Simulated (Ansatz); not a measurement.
CH₂BF₃O, SMILES `OC(F)B(F)F`, relaxed with RKS PBE0-D4/def2-TZVP in the Gaussian-basis code of Ansatz from a PBE-D4/def2-SVP geometry. The force threshold is 0.005 eV/Å; the program also tests the step.

The species carries charge 0 and has multiplicity 1.

Start:

```xyz
8

O    -1.397   -0.151   -0.140
C    -0.140   -0.124    0.446
F    -0.068    0.845    1.459
B     0.882    0.264   -0.723
F     1.605   -0.676   -1.323
F     1.026    1.514   -1.127
H    -2.027   -0.577    0.474
H     0.119   -1.095    0.935
```

| step | energy (eV) | largest force (eV/Å) | largest move (Å) |
| --- | --- | --- | --- |
| 1 | -11939.7748 | 0.795 | 0.000 |
| 2 | -11939.8009 | 0.245 | 0.017 |
| 3 | -11939.8042 | 0.050 | 0.010 |
| 4 (rejected) | -11939.8042 | 0.065 | 0.009 |
| 5 | -11939.8044 | 0.015 | 0.004 |
| 6 | -11939.8047 | 0.029 | 0.016 |
| 7 | -11939.8052 | 0.067 | 0.049 |
| 8 | -11939.8059 | 0.078 | 0.049 |
| 9 | -11939.8066 | 0.103 | 0.046 |
| 10 | -11939.8069 | 0.087 | 0.020 |
| 11 | -11939.8070 | 0.151 | 0.055 |
| 12 (rejected) | -11939.8069 | 0.143 | 0.024 |
| 13 | -11939.8077 | 0.062 | 0.012 |
| 14 | -11939.8079 | 0.031 | 0.035 |
| 15 | -11939.8081 | 0.013 | 0.017 |
| 16 | -11939.8082 | 0.031 | 0.035 |
| 17 | -11939.8083 | 0.018 | 0.009 |
| 18 | -11939.8083 | 0.007 | 0.016 |
| 19 | -11939.8083 | 0.005 | 0.009 |
| 20 | -11939.8083 | 0.005 | 0.004 |
| 21 | -11939.8083 | 0.002 | 0.001 |

End:

```xyz
8

O    -1.376   -0.293   -0.147
C    -0.146   -0.082    0.441
F    -0.216    0.955    1.358
B     0.883    0.274   -0.725
F     1.313   -0.681   -1.519
F     1.329    1.491   -0.910
H    -1.972   -0.705    0.487
H     0.184   -0.960    1.015
```

Hardware: 4 threads of a server CPU on a shared host. Wall time 51 s, peak host memory 0.43 GiB.
